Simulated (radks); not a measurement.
Values are calculated unless marked as measured or tabulated.
Dipole-allowed excitations along the series with 4 electrons in [He] 2s2. Level of theory: scalar-relativistic Kohn-Sham, exchange-only LDA, spin-unpolarised, spherical densities, finite nucleus; Fermi nuclear charge, rms radius of each element as measured or else 0.836 A^(1/3) + 0.57 fm (a radial shooting solver on a logarithmic mesh with Libxc functionals). Time-dependent linear response with the Hartree and adiabatic exchange-only LDA kernel, continuum included through the Sternheimer equations, no spin-orbit coupling, so fine structure and intercombination lines are absent. Lines are the poles of the dipole polarisability below minus the highest occupied eigenvalue, found on a grid refined at the orbital gaps; the lowest seven at most are given, and weak or close lines can be missed. The first line takes the name of the lowest orbital gap if no other gap lies below it; otherwise a line is named after a gap within 0.6 % of it, if that gap stands alone.

\begin{tabular}{lrrrrrrr}
species & -e(HOMO) (eV) & lowest orbital gap (eV) & first line (eV) & f & strongest line (eV) & its f & static alpha (bohr^3) \\ \hline
Co23+ & 2070.1 & 2s-2p 70.746 & 92.328 (2s-2p) & 0.147 & 1215.8 (2s-3p) & 0.714 & 0.01328 \\
Ni24+ & 2244.6 & 2s-2p 75.441 & 97.968 (2s-2p) & 0.145 & 1316.4 (2s-3p) & 0.716 & 0.01161 \\
Cu25+ & 2426.4 & 2s-2p 80.431 & 103.92 (2s-2p) & 0.143 & 1421.3 (2s-3p) & 0.719 & 0.01018 \\
\end{tabular}
